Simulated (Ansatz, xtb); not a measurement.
**Two isomers of CH5BeNS**

We compare a, `C[S][Be][NH2]`, a singlet, with b, `C[NH][Be][SH]`, a singlet. Both are isolated molecules in the gas phase, relaxed with PBE0-D3(BJ)/pcseg-1.

Energies in hartree; the thermal terms are from PBE0-D3(BJ)/pcseg-1 harmonic frequencies (ideal gas, rigid rotor, one conformer each, 298.15 K, 1 atm) and include the zero-point energy:

|  | a | b |
| --- | --- | --- |
| E, CCSD(T)/def2-TZVP | −508.216513 | −508.211119 |
| zero-point energy | 0.066444 | 0.065633 |
| H(298 K) − E | 0.073990 | 0.072852 |
| G(298 K) − E | 0.036361 | 0.036236 |

Problem. Work out ΔE, ΔE₀, ΔH and ΔG for a → b in kcal/mol (1 Eh = 627.51 kcal/mol) and the equilibrium ratio [b]/[a].

Solution. 1. ΔE = −508.211119 − (−508.216513) = +0.005394 Eh = +3.38 kcal/mol.
2. ΔE₀ = ΔE + ΔZPE = +0.005394 + (−0.000811) Eh = +2.88 kcal/mol.
3. ΔH = ΔE + (−0.001138) Eh = +2.67 kcal/mol.
4. ΔG = ΔE + (−0.000125) Eh = +3.31 kcal/mol, so ΔS = (ΔH − ΔG)/T = −8.9 J/(mol K).
5. kT = 0.9442 mEh, so K = [b]/[a] = exp(−ΔG/kT) = exp(−5.58) ≈ 0.0038.

Structure a is favoured at this temperature. An error of 1 kcal/mol in ΔG would change K by a factor of 5.4. GFN2-xTB gave ΔE the other sign. Mirror images and further conformers aren't counted.

As drawn, b has 1 C–N, 1 S–H in place of 1 C–S, 1 N–H.

Other levels gave ΔE = −5.7 (GFN2-xTB); +1.3 (HF/STO-3G, GFN2-xTB geometries); +2.2 (r2SCAN-D4/def2-SVP, GFN2-xTB geometries); +2.5 (PBE0-D3(BJ)/pcseg-1); +2.5 (HF/def2-TZVP); +4.4 (MP2/def2-TZVP) kcal/mol. The correlated steps freeze 7 core orbitals; the last core shell of Be is correlated, in a basis made for valence electrons. Programs: Ansatz 0.2.0, xtb 6.7.1.
